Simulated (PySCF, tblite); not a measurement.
Isomers of C7H6F2, one GFN2-xTB conformer each. Single-point energies are computed at PBE0/pcSseg-1 (PySCF, gas phase, no added dispersion term), electronic only.

**Question.** Rank them by PBE0/pcSseg-1 energy, lowest first (kcal/mol).
A. `[CH2:1]=[C:2]1[C:3]([CH2:4][F:5])=[CH:6]/[C:7]1=[CH:8]/[F:9]` with C2–C3–C4–F5 180°
B. `[CH:1]#[C:2][C@@:3]1([F:4])[CH2:5][CH:6]=[C:7]1[CH2:8][F:9]` with C6–C7–C8–F9 4°

**Answer.** A (0.0), B (18.1).

As drawn, the higher has a C≡C bond, which the lower lacks. GFN2-xTB itself gives, in the same order: 0.0, 11.8. Both levels put the same isomer lowest.

**Question.** Which frontier levels, dipoles and rotational constants go with these structures?

**Answer.** 
| SMILES | HOMO (eV, PBE0/pcSseg-1) | LUMO (eV) | dipole (D) | A, B, C (MHz) |
| --- | --- | --- | --- | --- |
| C=C1C(CF)=C/C1=C/F | -6.68 | -1.08 | 0.64 | 4049, 856.0, 709.8 |
| C#C[C@@]1(F)CC=C1CF | -7.73 | -0.53 | 1.49 | 2375, 1173, 1031 |

**Question.** What happens when harmonic zero-point energies from GFN2-xTB frequencies are added?

**Answer.** 
```csv
SMILES,ZPE (kcal/mol),electronic (kcal/mol),with ZPE (kcal/mol)
C=C1C(CF)=C/C1=C/F,66.3,0.0,0.0
C#C[C@@]1(F)CC=C1CF,66.0,18.1,17.8
```

The zero-point energies span 0.3 kcal/mol. The order is unchanged.
